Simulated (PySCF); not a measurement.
## Dipole response of Nb(2+) (niobium, charge +2)

[Kr] 4d3, high-spin 4F determinant. Calculation: PySCF 2.14, in aug-cc-pwCVTZ-PP with ECP28MDF; scalar relativity through the core potential. Coupled (time-dependent) response in atomic units; α is the mean over directions.

```tsv
method	mean α (bohr³)	C₆ (like pair)	S(−4)
UHF	10.31	53.46	47.25
PBE	11.86	61.67	75.47
```

S(−4) is the Cauchy moment in α(ω) = α(0) + S(−4) ω² + …

Spin-orbit coupling is absent.

α(iu) at PBE:

```csv
u (hartree),α(iu) (bohr³)
0,11.86
0.0500,11.67
0.100,11.18
0.200,9.770
0.300,8.395
0.500,6.367
0.750,4.761
1.00,3.700
1.50,2.394
2.00,1.649
3.00,0.8954
5.00,0.3717
```

For an ion, C₆ is the dispersion term alone; charge-induced terms of lower order in 1/R come first.

Energies and moments cover only the electrons outside the core potential.
